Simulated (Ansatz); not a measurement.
Consider the formal loss of a carbene: `CNB(Cl)Cl` → `[CH2]` (triplet) + `NB(Cl)Cl`.

Isolated molecules relaxed with PBE0-D4/def2-TZVP in Ansatz; ΔE leaves out vibrations. CBS: MP2 limit from def2 TZ/QZ plus the TZ coupled-cluster correction, frozen cores. This one scheme is used for every species. Functionals use def2-TZVPP. Triplets are unrestricted, without spin–orbit coupling. One conformer a species, not always the lowest.

CCSD(T)/CBS gives +405.6 kJ/mol.

(1) Another level gave +407.1 kJ/mol. Which?
A. PBE-QIDH/def2-TZVPP
B. BLYP/def2-TZVPP
C. BHLYP/def2-TZVPP
D. ωB97M-V/def2-TZVPP

Largest T1 diagnostic among the species: 0.011.

## Answers

(1) D. ωB97M-V 407.1, BHLYP 380.2, BLYP 386.9, PBE-QIDH 401.2 kJ/mol.

In def2-TZVPP, CCSD(T) changes the Hartree–Fock value by +136.8 kJ/mol (the triples alone add +11.6 kJ/mol) and MP2 by +148.0 kJ/mol. From PBE to PBE0 (25 % exact exchange), in def2-TZVPP and without D4, ΔE moves by −8.8 kJ/mol. At CCSD(T), def2-SVP lies −10.5 kJ/mol from the extrapolated value and def2-TZVPP −10.7 kJ/mol.
